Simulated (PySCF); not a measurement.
# Ti²⁺: ionisation energy

Ti²⁺ [Ar] 3d2 (3F) → Ti³⁺ [Ar] 3d1 (2D), as a difference of total energies. All numbers are calculated (PySCF 2.14, the spin-free X2C one-electron Hamiltonian (Gaussian nucleus), in aug-cc-pVTZ-DK (8s7p5d3f2g, 93 functions)). Correlated levels: valence: [Ar] frozen. The calculations carry no spin-orbit coupling.

```
           method  ionisation energy (eV)
              UHF                  26.603
    MP2 (valence)                  26.725
SCS-MP2 (valence)                  26.644
   CCSD (valence)                  26.761
```

Question: How much does correlation contribute at MP2 (valence)?

Answer: 26.725 − (26.603) = 0.122 eV, measured against UHF.

The reference lies between the lowest fine-structure levels, while these numbers refer to the centres of the terms.

Errors of the correlated levels include the incompleteness of this basis and the frozen core.

With two correlated electrons CCSD is exact in that space.

For comparison: 27.492 eV (measured; NIST Atomic Spectra Database, ionization energies).
